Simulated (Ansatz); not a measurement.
Al₂ClFH₄Si, SMILES `F[SiH]([AlH2])[AlH][Cl]`, relaxed with RKS PBE-D4/def2-SVP in Ansatz 0.2.0 from a rough embedded geometry. The force threshold is 0.03 eV/Å; the program also tests the step.

Total charge 0; spin multiplicity 1.

Start:

```xyz
9

F     1.806   -1.336   -0.920
Si    0.960   -0.113   -0.063
Al   -0.426    1.007   -1.583
Al   -0.405   -0.974    1.584
Cl   -1.705    0.280    2.841
H     1.916    0.846    0.545
H    -0.211    2.616   -1.868
H    -1.563    0.275   -2.406
H    -0.372   -2.600    1.870
```

(1) By how much does the energy fall, and how many steps does the optimiser take? (Estimate.)

(2) Which bonds change most? (Estimate.)

(3) Give the relaxed structure. (Estimate.)

Results:

(1) Computed: 70.43 kJ/mol, in 28 steps, 2 of them rejected.

(2) Computed: Al3–Cl5 from 4.662 to 2.522 Å; Si2–Al3 from 2.341 to 2.497 Å; Si2–Al4 from 2.306 to 2.446 Å; F1–Si2 from 1.716 to 1.655 Å.

(3) Computed: 
```xyz
9

F     2.036   -1.390   -1.205
Si    1.288   -0.244   -0.275
Al   -0.713    1.019   -1.071
Al   -0.181   -1.112    1.477
Cl   -1.614    0.621    1.251
H     2.365    0.559    0.424
H    -0.660    2.618   -1.120
H    -1.727    0.140   -1.947
H    -0.795   -2.211    2.466
```
